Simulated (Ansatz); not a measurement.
`CN[SiH]([SiH3])Cl` + H–F → `F[SiH3]` + `CN[SiH2]Cl` at 600 K and 1 bar (cleavage of the Si–Si bond).

Gas-phase electronic energies from Ansatz, PBE0-D4/def2-TZVP geometries. CCSD(T)/CBS is the MP2 limit (def2-TZVPP, def2-QZVPP) plus CCSD(T) − MP2 in def2-TZVPP, frozen cores. This one scheme is used for every species. Each species was taken in one conformer, which may not be the lowest.

```tsv
species	CCSD(T)/CBS energy (Eh)	H − E (kJ/mol)	S (J/(mol·K))
`CN[SiH]([SiH3])Cl`	-1135.57158	314.1	507.8
H–F	-100.39570	42.3	194.0
`F[SiH3]`	-390.72345	101.0	280.0
`CN[SiH2]Cl`	-845.29269	248.4	411.7
```

H − E and S are ideal-gas, rigid-rotor, harmonic terms from PBE0-D4/def2-TZVP, for one conformer and one mirror image of each species. 1 Eh = 2625.50 kJ/mol, R = 8.31446 J/(mol·K).

By hand: ΔE, ΔH, ΔS and ΔG.

ΔE = (-390.72345) + (-845.29269) − (-1135.57158) − (-100.39570) = -0.04886 Eh = -128.3 kJ/mol. Δ(H − E) = 101.0 + 248.4 − 314.1 − 42.3 = -7.0, so ΔH = -135.3 kJ/mol. ΔS = 280.0 + 411.7 − 507.8 − 194.0 = -10.1 J/(mol·K). ΔG = -135.3 − 600 × (-10.1)/1000 = -129.2 kJ/mol.

By hand: the equilibrium constant, and the temperature at which ΔG would vanish if ΔH and ΔS stayed fixed.

log₁₀ K = −ΔG/(RT ln 10) = 11.2. ΔG = 0 at ΔH/ΔS = 13396 K, far beyond where these terms or the molecules hold.

The number of gas molecules stays the same, so ΔS is small and ΔH decides. A doubt of 5 kJ/mol in ΔE shifts log₁₀ K by 0.4 here. Other conformers and mirror images would add mixing entropy, several J/(mol·K) or more a flexible species. These are equilibria of isolated gas molecules and say nothing of rates. Largest T1 diagnostic: 0.011 (customary marks: 0.02 for closed shells, 0.045 for open ones).
